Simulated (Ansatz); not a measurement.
Geometry optimisation, Ansatz, RKS LDA/def2-SVP.

input.yaml

```yaml
crystal:
  periodic: [false, false, false]
  atoms:
    - { symbol: Al, position_ang: [-0.757, -1.2722, 0.5861] }
    - { symbol: "N", position_ang: [-1.0383, 0.927, 0.2944] }
    - { symbol: F, position_ang: [-1.6936, -2.0384, -0.5226] }
    - { symbol: F, position_ang: [-0.6455, -1.692, 2.1715] }
    - { symbol: H, position_ang: [1.3867, 0.0712, -0.5682] }
    - { symbol: O, position_ang: [1.2749, -1.142, -0.1869] }
    - { symbol: H, position_ang: [0.1072, 1.2594, -0.3183] }
    - { symbol: O, position_ang: [1.2492, 1.297, -0.89] }
    - { symbol: H, position_ang: [-1.8077, 1.1603, -0.3177] }
    - { symbol: H, position_ang: [-1.1151, 1.4764, 1.1383] }
    - { symbol: H, position_ang: [1.9673, -1.3222, 0.4452] }
    - { symbol: H, position_ang: [1.0719, 1.2753, -1.8319] }
basis:
  gaussian: { orbitals: def2-SVP }
hamiltonian:
  xc: lda
relax:
  f_tol: 0.15
  max_steps: 25
  restrain:
    - { distance: [0, 5], at: 1.87, k: 30.0 }
    - { distance: [4, 7], at: 0.97, k: 30.0 }
    - { distance: [6, 1], at: 1.02, k: 30.0 }
    - { distance: [0, 1], at: 3.22, k: 30.0 }
    - { distance: [4, 5], at: 2.27, k: 30.0 }
    - { distance: [6, 7], at: 2.27, k: 30.0 }
output:
  orbitals: {}
```

Run as:

```bash
$ ansatz run input.yaml --threads 2 --pin off --max-ram 3072MiB --backend cpu --events-out ev --progress --plain --runs-dir out
```

Question: Where does it end, and by what steps?

Answer: It converged. The restraints hold the end off the free minimum. After 8 steps the energy has risen by 0.560 eV (the restraints' own energy left out); H7 moved furthest, 0.65 Å. Parted: Al1–N2. Joined: N2–H7, H5–O8.

```
step  energy less start (eV)  largest force component (eV/Å)  accepted
   0                  0.0000                           3.171       yes
   1                  0.0959                           3.301       yes
   2                  0.5992                           4.188       yes
   3                  0.8529                           2.242       yes
   4                  0.7307                           1.875       yes
   5                  0.6139                           1.755       yes
   6                  0.6718                           1.792        no
   7                  0.5766                           1.734       yes
   8                  0.5604                           1.774       yes
```

```xyz
12
Properties=species:S:1:pos:R:3
Al -0.437 -1.795 0.562
N -1.177 1.300 0.378
F -1.564 -2.200 -0.571
F -0.724 -1.987 2.178
H 1.588 0.429 -0.869
O 1.266 -1.628 -0.001
H -0.349 1.669 -0.104
O 1.578 1.337 -1.235
H -2.008 1.449 -0.207
H -1.306 1.789 1.270
H 1.908 -1.564 0.734
H 1.227 1.200 -2.135
```

The run took 18 s on 2 threads of Intel(R) Xeon(R) Platinum 8259CL CPU @ 2.50GHz (Skylake/Cascade Lake), with other jobs on the host, peak memory 0.17 GiB.
